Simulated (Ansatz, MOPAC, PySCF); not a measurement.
Torsion H4–S1–Pb2–I3 in HIPbS (SMILES [SH][Pb][I]); at each angle all else is relaxed with GFN2-xTB, and the levels are single points there.
Geometry at 0° (charge 0, multiplicity 1):
```xyz
4

S     -1.60420     0.37041    -0.15152
Pb     0.68301     1.29659    -0.68523
I      2.29631    -0.61487     0.41688
H     -1.30021    -0.74317     0.49048
```
Energies count from the point at 0°.

Correlated levels freeze the cores. Filled d and f shells under p-block atoms count as core. CBS: X⁻³ extrapolation of the correlation energy, Hartree–Fock from the larger set. The state reached by PM7 isn't checked; PM7 holds dispersion and hydrogen-bond terms.

The values were computed with Ansatz (an electronic-structure program) with Gaussian orbitals; MOPAC for PM7 (differences of heats of formation); PySCF for the dispersion terms. Each number belongs to the level named beside it. In def2 rows elements past Kr take small-core potentials, without spin–orbit coupling.

Energies in meV.

```csv
dihedral (°),PM7,PBE-D4/def2-TZVPP,BLYP-D3(BJ)/def2-TZVPP,MP2/def2-QZVPP,"CCSD(T)/CBS(def2-TZVPP, def2-QZVPP)"
0,0.0,0.0,0.0,0.0,0.0
30,27.9,65.7,64.3,65.4,63.0
60,92.3,217.3,213.8,210.7,203.3
90,143.5,315.9,312.8,295.6,285.0
120,133.6,226.3,223.9,217.2,210.3
150,95.7,74.3,74.6,70.2,69.6
180,76.3,6.2,8.2,0.3,2.7
210,95.7,74.3,74.6,70.2,69.6
240,133.6,226.3,223.9,217.2,210.3
270,143.5,315.9,312.8,295.6,285.0
300,92.3,217.3,213.8,210.7,203.3
330,27.9,65.7,64.3,65.4,63.0
```
